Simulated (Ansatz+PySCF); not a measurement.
A calculation with PySCF 2.14.0.

```python
from pyscf import gto, dft

mol = gto.M(atom="""
Cu 0.000000 0.000000 0.000000
Cl 0.000000 0.000000 2.035000
Cl 0.000000 0.000000 -2.035000
""", basis='def2-svp', charge=0, spin=1)
mf = dft.UKS(mol, xc='pbe0')
mf.init_guess = 'huckel'
mf.kernel()
while True:  # follow internal instabilities
    mo, _, stable, _ = mf.stability(return_status=True)
    if stable: break
    mf.kernel(mf.make_rdm1(mo, mf.mo_occ))
print(mf.converged, mf.e_tot, mf.spin_square()[0])
```

The script is written out from the run's settings.

Output:

```yaml
Converged: yes
Total_energy: -2559.89978 hartree
Spin_squared_of_the_determinant: 0.754
```
